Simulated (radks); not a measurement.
Isoelectronic series with 15 electrons, each ion in its NIST ground configuration. All-electron calculation, scalar-relativistic Kohn-Sham, r2SCAN, spin-polarised, spherical densities, finite nucleus; open shells are filled with parallel spins first; meta-GGA in the generalised Kohn-Sham scheme; Fermi nuclear charge, rms radius of each element as measured or else 0.836 A^(1/3) + 0.57 fm. Program: a radial shooting solver on a logarithmic mesh with Libxc functionals. Total energies (hartree) and mean radii <r> (bohr) (* marks an orbital that is empty in some or all of the ions):

ion,configuration,E (hartree),3p down*,3p up,3s down
P,[Ne] 3s2 3p3,-342.10912,2.372,2.308,1.923
S+,[Ne] 3s2 3p3,-398.85288,1.912,1.865,1.658
Cl2+,[Ne] 3s2 3p3,-460.25761,1.618,1.585,1.459
Ar3+,[Ne] 3s2 3p3,-526.31947,1.411,1.385,1.305
K4+,[Ne] 3s2 3p3,-597.04069,1.254,1.234,1.181
Ca5+,[Ne] 3s2 3p3,-672.42691,1.131,1.115,1.080
Sc6+,[Ne] 3s2 3p3,-752.48604,1.031,1.017,0.9955
Ti7+,[Ne] 3s2 3p3,-837.22776,0.9476,0.9365,0.9236
V8+,[Ne] 3s2 3p3,-926.66306,0.8774,0.8679,0.8615
Cr9+,[Ne] 3s2 3p3,-1020.80399,0.8173,0.8090,0.8074
Mn10+,[Ne] 3s2 3p3,-1119.66374,0.7650,0.7578,0.7598
Fe11+,[Ne] 3s2 3p3,-1223.25649,0.7192,0.7128,0.7176
Ni13+,[Ne] 3s2 3p3,-1444.70204,0.6425,0.6374,0.6458
Cu14+,[Ne] 3s2 3p3,-1562.58719,0.6100,0.6055,0.6150
Zn15+,[Ne] 3s2 3p3,-1685.27086,0.5807,0.5766,0.5871

Estimate the row of Co12+ ([Ne] 3s2 3p3).

Answer. E (hartree) -1331.59721; 3p down* 0.6786; 3p up 0.6730; 3s down 0.6798.
